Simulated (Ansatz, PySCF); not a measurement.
CH₃BrSTe, SMILES Br[Te]SC. Atoms are numbered in the order given.

```xyz
7

Te     0.0965    -0.2761     0.8737
Br     0.8809     1.6612    -0.6257
S     -0.6489    -1.8750    -0.7408
C     -2.3258    -1.2840    -1.1881
H     -2.9823    -1.2465    -0.3088
H     -2.7192    -2.0129    -1.9130
H     -2.2645    -0.2955    -1.6626
```
Charge 0, spin multiplicity 1.

Geometry optimised at B3LYP-D3(BJ)/def2-SVP. The structure was generated by enumeration, and PubChem lists no compound with its InChIKey, so it may never have been made. The def2 effective core potentials stand for the cores of Te; spin–orbit coupling is left out. Other conformers were not sampled.

Two levels are set side by side: PBE-D3(BJ)/def2-SVP (Ansatz, a program for electronic structure) and B3LYP-D3(BJ)/def2-SVP (Ansatz). Each level has its own optimised geometry; the coordinates shown are those of the second. Frequencies come from the Hessian of PySCF at each geometry. Differences are taken from unrounded values.

```tsv
quantity	B3LYP-D3(BJ)	PBE-D3(BJ)	PBE-D3(BJ) minus B3LYP-D3(BJ)
mean bond length (Å)	1.682	1.686	0.004
bond Te1–Br2 (Å)	2.572	2.575	0.003
bond Te1–S3 (Å)	2.391	2.387	-0.004
bond S3–C4 (Å)	1.833	1.834	0.000
bond C4–H5 (Å)	1.098	1.106	0.008
bond C4–H6 (Å)	1.101	1.109	0.008
bond C4–H7 (Å)	1.098	1.106	0.008
highest harmonic wavenumber (cm⁻¹)	3167	3108	-59
mean harmonic wavenumber (cm⁻¹)	1152	1121	-31
zero-point energy (kcal/mol)	24.71	24.04	-0.67
```
